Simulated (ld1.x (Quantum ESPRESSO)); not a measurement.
## What one change does to a pseudopotential (sulfur, TM)

```
Element                 : sulfur (S)
Generator               : ld1.x (Quantum ESPRESSO) 7.5
Type                    : norm-conserving Troullier–Martins (Kleinman–Bylander form)
Functional              : LDA (PZ)
Relativity              : scalar-relativistic
Frozen core             : [Ne]
Valence charge          : 6
Reference configuration : 3s2 3p4
Partial waves           : 3p (bound): rc 1.45 bohr; 3s (bound): rc 1.15 bohr
Local potential         : the s channel
Core correction         : a·sin(br)/r model core inside 1.05 bohr
```

All-electron outer shells of the reference configuration (LDA (PZ), scalar-relativistic, ld1.x):

| shell | level (eV) | outermost node (bohr) | outermost maximum (bohr) |
| --- | --- | --- | --- |
| 2s | -210.79 | 0.13 | 0.39 |
| 2p | -156.52 | – | 0.33 |
| 3s | -17.28 | 0.60 | 1.40 |
| 3p | -7.11 | 0.58 | 1.59 |

Change: local potential all-electron potential smoothed inside 1.20 bohr (lloc = -2).

Cutoffs: the cutoffs (Ry, on a coarse ladder) from which the occupation-weighted sum of valence levels, in a spherical-Bessel basis at the reference potential, stays within 10 and 1 mRy of its value at 400 Ry; they do not see the model core or the augmentation charge, which bear on the density cutoff. Errors are all-electron minus pseudo energies relative to the spin-unpolarised reference configuration.

Question: How do hardness, ghosts and transferability respond?

Answer: The potential gets neither clearly harder nor softer (55 Ry and 120 Ry → 55 Ry and 120 Ry); of the 9 tests that both files solve, the error grows in 1 and shrinks in 0 by more than 15 % and 0.3 meV (median size 18.9 → 19.0 meV); the range in which the s phases agree narrows (upper end 4.6 → 2.8); neither file shows a bound ghost.

```csv
quantity,base,changed
"cutoff, loose",55 Ry,55 Ry
"cutoff, tight",120 Ry,120 Ry
bound ghosts,none,none
"error for 3s2 3p3, meV [ΔE 11.86 eV]",+4.1,+4.5
"error for 3s2 3p2, meV [ΔE 34.24 eV]",+29,+33
"error for 3s2 3p1, meV [ΔE 68.39 eV]",+101,+114
"error for 3s2 3p3.5, meV [ΔE 4.71 eV]",+0.6,+0.7
"error for 3s1 3p5, meV [ΔE 10.24 eV]",-0.5,-0.4
"error for 3s2 3p4.3, meV [ΔE -1.74 eV]",+0.3,+0.3
"error for 3s2 3p0, meV [ΔE 115.38 eV]",+249,+289
"error for 3s2 3p4 (spin-polarised), meV [ΔE -0.71 eV]",+19,+19
"error for 3s2 3p3 (spin-polarised), meV [ΔE 9.90 eV]",+59,+60
s: phases at 1.60 bohr within 0.05 rad from the reference energy up to (Ry; the scan ends near 5),4.6,2.8
p: phases at 1.60 bohr within 0.05 rad from the reference energy up to (Ry; the scan ends near 5),to the end of the scan,to the end of the scan
```
